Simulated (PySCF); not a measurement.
# What each rung costs, and what it gives

Saddle point of AlH$_{3}$SOF$_{2}$, singlet (AlHOF₂ ([OH][Al]([F])[F]) + H₂S → AlHSF₂ ([F][Al]([F])[SH]) + H₂O (still joined by a long Al–O bond); bonds formed: O2–H5; dative contacts that become bonds: Al1–S6; bonds broken: H5–S6; bonds weakened to dative contacts: Al1–O2), PBE0-D4/def2-TZVP structure:

Al1  (-0.514, 0.640, -0.291)
O2  (1.223, 0.212, -0.352)
F3  (-1.215, 0.673, -1.781)
F4  (-0.908, 1.785, 0.822)
H5  (0.717, -0.947, 0.154)
S6  (-0.630, -1.526, 0.676)
H7  (1.758, 0.215, -1.149)
H8  (-0.431, -1.051, 1.919)
(Å)

Barriers are electronic and count from the start structure reached by relaxing down the imaginary mode.

Computed with PySCF 2.14 with density fitting (its default auxiliary sets; JK sets also for MP2 and CCSD(T)) (basis: as named in each row); correlated methods freeze the cores. B3LYP uses VWN-RPA correlation. Extrapolation: Hartree–Fock as exp(−7.88 √X), correlation as X^−2.97.

Times are rough, for one single point on 4 threads of a shared host (AMD EPYC).

The estimate by CCSD(T) at an estimated basis limit (MP2 extrapolated from triple and quadruple zeta, plus CCSD(T) − MP2 in triple zeta) is 0.489 eV.

```csv
method,basis,time (s),barrier (eV),method less estimate
HF,STO-3G,2,0.420,-0.068
B3LYP-D4,6-31G,8,0.198,-0.290
PBE0-D4,def2-SVP,9,0.165,-0.324
PBE-D4,def2-SVP,12,0.024,-0.465
MP2,def2-QZVPP,12,0.433,-0.056
SPW92,def2-TZVPP,19,0.051,-0.437
PBE0-D4,def2-TZVPP,21,0.351,-0.137
BHLYP-D4,def2-TZVPP,22,0.596,0.107
B3LYP-D4,def2-TZVPP,24,0.462,-0.027
PBE-D4,def2-TZVPP,27,0.246,-0.242
r2SCAN-D4,def2-TZVPP,47,0.326,-0.162
CCSD(T),def2-SVP,79,0.433,-0.055
wB97M-V,def2-TZVPP,420,0.478,-0.011
CCSD(T),def2-TZVPP,1200,0.517,0.029
```

All methods are single points on the PBE0-D4 structures.

The T1 diagnostic stays at or below 0.013.

Labels in which every atom is bracketed show which atoms are joined, not bond orders.
